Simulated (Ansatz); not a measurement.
`N#C[Si](C#N)(C#N)C#N` + `CO[SiH3]` → `CO[SiH2]C#N` + `N#C[SiH](C#N)C#N`  (formal exchange of groups at a C–Si bond)

Computed with Ansatz on PBE0-D4/def2-TZVP structures; ΔE is electronic, products minus reactants. CCSD(T)/CBS adds triple-zeta CCSD(T) − MP2 to the extrapolated MP2 energy (def2 sets, frozen cores). Functionals use def2-TZVPP. Each species was taken in one conformer, which may not be the lowest.

```
             level  ΔE (kJ/mol)
           PBE0-D4        -43.4
            revPBE        -40.8
           r2SCAN0        -46.4
CCSD(T)/def2-TZVPP        -41.6
```

(1) What does CCSD(T)/CBS give? (Estimate.)

Largest T1 diagnostic among the species: 0.015.

Answers

(1) Computed: -43.4 kJ/mol. The listed levels differ from it by 0.0, 2.6, -3.0, 1.8 kJ/mol.

In def2-TZVPP, CCSD(T) changes the Hartree–Fock value by +12.3 kJ/mol (the triples alone add +2.4 kJ/mol) and MP2 by +15.4 kJ/mol. From r2SCAN to r2SCAN0 (25 % exact exchange), in def2-TZVPP and without D4, ΔE moves by −3.2 kJ/mol.
